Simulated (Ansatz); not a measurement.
Coupled-cluster diagnostics for the cluster Pt₂Au₃⁺, Ansatz.

Geometry of the singlet (PBE-D4/def2-SVP):

```xyz
5

Pt    0.6265   -1.9676    0.1374
Pt    0.2856    0.4274   -0.2089
Au   -1.2327    1.3981    1.7239
Au    2.5865   -0.7573   -0.9434
Au   -2.2659    0.8994   -0.7089
```

In the def2 sets Au, Pt take a core potential; there is no spin–orbit coupling. Correlated methods freeze no core orbitals; core or outer-core shells of Pt, Au are correlated, in sets that lack core-valence functions. The structure comes from a short search, and lower isomers may exist.

(1) Estimate the CCSD(T) correlation energy, the shares of MP2 and (T), T1 and the reference's ⟨S²⟩ for: charge 1, singlet, own geometry in def2-SVP; and the rough time on 4 threads of Intel Xeon on a shared host.

Results:

(1) 
```tsv
state	basis	correlation (eV)	MP2 share (%)	(T) share (%)	T1	⟨S²⟩ (pure)	wall time	remarks
charge 1, singlet, own geometry	def2-SVP	-47.309	106.8	3.6	0.026	0.00 (0.00)	14 min	restricted SCF unstable
```
Customary marks for T1 are 0.02 (closed shells), 0.045 (open shells) and about 0.05 (3d metals). T1 exceeds 0.02 in 1 of 1 rows and 0.045 in 0; the higher it lies, the less the single-reference result can be trusted.
